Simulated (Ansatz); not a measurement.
```xyz
13

B    -1.4734   -0.4935    0.7179
C    -0.2259   -0.5709   -0.1746
Si    1.3276   -0.3670    0.8853
Si   -0.1750    0.8903   -1.3253
F    -1.5975    1.0965   -2.0343
H    -2.2263   -1.4165    0.8258
H    -1.7038    0.5138    1.3269
H    -0.1277   -1.5039   -0.7386
H     1.0831    0.5916    1.9908
H     2.4460    0.1494    0.0463
H     1.7246   -1.6839    1.4429
H     0.8206    0.6683   -2.4004
H     0.1278    2.1259   -0.5626
```

The species carries charge 0 and has multiplicity 1.

(1) List the ωB97M-V/def2-TZVPP orbital energies in eV (the Gaussian-basis code of Ansatz). (Best estimate.)

## Answers

(1) The calculation gave: Occupied: -1808.08, -1807.42, -677.43, -281.22, -188.14, -149.03, -148.49, -103.19, -103.13, -103.12, -102.61, -102.59, -102.59, -35.98, -23.13, -18.27, -17.83, -16.64, -15.51, -15.32, -15.19, -13.99, -12.62, -12.30, -12.08, -11.85, -11.67, -11.02. Lowest empty: 0.31, 1.84, 1.95, 2.50, 2.82, 2.93, 3.19, 3.34.
